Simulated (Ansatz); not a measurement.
Gas-phase electronic energies from Ansatz, PBE0-D4/def2-TZVP geometries. CCSD(T)/CBS adds triple-zeta CCSD(T) − MP2 to the extrapolated MP2 energy (def2 sets, frozen cores). This one scheme is used for every species. Functionals use def2-TZVPP. One conformer a species, not always the lowest.

Reaction (formal hydrolysis of the Si–F bond): `F[SiH2]CC[SiH3]` + H₂O → `O[SiH2]CC[SiH3]` + H–F

```
             level  ΔE (kcal/mol)
       LDA (SPW92)            8.3
         revPBE-D4            9.1
           BLYP-D4           10.1
          BHLYP-D4           10.7
          PBE-QIDH            9.8
           LC-ωPBE           10.8
     CCSD/def2-SVP           10.3
SCS-MP2/def2-TZVPP           10.3
```

Q: What does CCSD(T)/CBS give? (An estimate is asked.)

A: The calculation gave: +10.3 kcal/mol. The listed levels differ from it by -2.0, -1.2, -0.2, 0.4, -0.5, 0.5, 0.0, 0.0 kcal/mol.

Largest T1 diagnostic among the species: 0.011.

In def2-TZVPP, CCSD(T) changes the Hartree–Fock value by −2.8 kcal/mol (the triples alone add −0.5 kcal/mol) and MP2 by −3.2 kcal/mol. Leaving LDA and LC-ωPBE aside and taking each functional with its dispersion term where it has one, the values, not all of them listed here, spread over 1.7 kcal/mol, from revPBE-D4 to B2PLYP. LDA lies −1.9 kcal/mol from PBE without D4.
